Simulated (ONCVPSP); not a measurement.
**Co ONCV: all-electron and pseudo phase curves**

- Element: Co
- Generator: ONCVPSP 4.0.1
- Type: optimised norm-conserving Vanderbilt (ONCV)
- Functional: LDA (Perdew-Zunger)
- Relativity: scalar-relativistic
- Frozen core: [Ne]
- Valence charge: 17
- Reference configuration: 3s2 3p6 3d7 4s1.5 4p0.5
- Partial waves: 3s+4s: rc 1.45 bohr, ncon 4, nbas 9, qcut 9.7 1/bohr, 2 projectors; 3p+4p: rc 1.60 bohr, ncon 4, nbas 8, qcut 10.8 1/bohr, 2 projectors; 3d: rc 1.60 bohr, ncon 3, nbas 8, qcut 7.9 1/bohr, 2 projectors, debl 0.6 Ha
- Local potential: polynomial inside 1.10 bohr (lpopt 5, dvloc0 0 Ha)
- Core correction: Teter function, fcfact 2.75, rcfact 1.7

The phase is arctan(r·R′/R) of the radial function R(r), unwrapped; energies in Ha, scanned from -5 to 5 Ha. A pole is an energy at which the radial function vanishes at the test radius. The pseudo phase is shifted by a multiple of π to meet the all-electron one at the reference energy, and phase errors are pseudo minus all-electron; the curves can meet again beyond the range given. Levels narrower than the energy grid can be missing from the lists of poles.

| channel | radius (bohr) | reference energy (Ha) | poles, all-electron | poles, pseudo | unbroken range about the reference energy with phases within 0.05 rad | phase error 1 Ha above the reference energy (rad) |
| --- | --- | --- | --- | --- | --- | --- |
| s | 1.47 | -0.23 | -3.49 | -3.49 | the whole range | -0.000 |
| p | 1.63 | -0.07 | -2.24 | -2.24 | the whole range | +0.000 |
| d | 1.63 | -0.35 | 0.07 | 0.07 | the whole range | +0.000 |

Phases in the s channel:

```json
{"E (Ha)": "-4.96", "all-electron": "1.076", "pseudo": "1.076"}
{"E (Ha)": "-4.72", "all-electron": "0.974", "pseudo": "0.974"}
{"E (Ha)": "-4.48", "all-electron": "0.760", "pseudo": "0.761"}
{"E (Ha)": "-4.24", "all-electron": "0.171", "pseudo": "0.171"}
{"E (Ha)": "-4.00", "all-electron": "-0.887", "pseudo": "-0.887"}
{"E (Ha)": "-3.76", "all-electron": "-1.369", "pseudo": "-1.369"}
{"E (Ha)": "-3.52", "all-electron": "-1.554", "pseudo": "-1.554"}
{"E (Ha)": "-3.28", "all-electron": "-1.652", "pseudo": "-1.652"}
{"E (Ha)": "-3.04", "all-electron": "-1.715", "pseudo": "-1.715"}
{"E (Ha)": "-2.80", "all-electron": "-1.763", "pseudo": "-1.763"}
{"E (Ha)": "-2.56", "all-electron": "-1.804", "pseudo": "-1.804"}
{"E (Ha)": "-2.32", "all-electron": "-1.840", "pseudo": "-1.840"}
{"E (Ha)": "-2.08", "all-electron": "-1.876", "pseudo": "-1.876"}
{"E (Ha)": "-1.84", "all-electron": "-1.913", "pseudo": "-1.913"}
{"E (Ha)": "-1.60", "all-electron": "-1.953", "pseudo": "-1.953"}
{"E (Ha)": "-1.36", "all-electron": "-1.997", "pseudo": "-1.997"}
{"E (Ha)": "-1.12", "all-electron": "-2.048", "pseudo": "-2.048"}
{"E (Ha)": "-0.88", "all-electron": "-2.108", "pseudo": "-2.108"}
{"E (Ha)": "-0.64", "all-electron": "-2.181", "pseudo": "-2.181"}
{"E (Ha)": "-0.40", "all-electron": "-2.273", "pseudo": "-2.273"}
{"E (Ha)": "-0.16", "all-electron": "-2.389", "pseudo": "-2.389"}
{"E (Ha)": "0.08", "all-electron": "-2.540", "pseudo": "-2.540"}
{"E (Ha)": "0.32", "all-electron": "-2.733", "pseudo": "-2.733"}
{"E (Ha)": "0.56", "all-electron": "-2.972", "pseudo": "-2.972"}
{"E (Ha)": "0.80", "all-electron": "-3.240", "pseudo": "-3.240"}
{"E (Ha)": "1.04", "all-electron": "-3.504", "pseudo": "-3.504"}
{"E (Ha)": "1.28", "all-electron": "-3.734", "pseudo": "-3.734"}
{"E (Ha)": "1.52", "all-electron": "-3.918", "pseudo": "-3.919"}
{"E (Ha)": "1.76", "all-electron": "-4.061", "pseudo": "-4.061"}
{"E (Ha)": "2.00", "all-electron": "-4.170", "pseudo": "-4.171"}
{"E (Ha)": "2.24", "all-electron": "-4.255", "pseudo": "-4.256"}
{"E (Ha)": "2.48", "all-electron": "-4.323", "pseudo": "-4.324"}
{"E (Ha)": "2.72", "all-electron": "-4.378", "pseudo": "-4.379"}
{"E (Ha)": "2.96", "all-electron": "-4.423", "pseudo": "-4.424"}
{"E (Ha)": "3.20", "all-electron": "-4.461", "pseudo": "-4.462"}
{"E (Ha)": "3.44", "all-electron": "-4.493", "pseudo": "-4.494"}
{"E (Ha)": "3.68", "all-electron": "-4.521", "pseudo": "-4.522"}
{"E (Ha)": "3.92", "all-electron": "-4.545", "pseudo": "-4.546"}
{"E (Ha)": "4.16", "all-electron": "-4.567", "pseudo": "-4.568"}
{"E (Ha)": "4.40", "all-electron": "-4.586", "pseudo": "-4.587"}
{"E (Ha)": "4.64", "all-electron": "-4.603", "pseudo": "-4.605"}
{"E (Ha)": "4.88", "all-electron": "-4.619", "pseudo": "-4.621"}
```
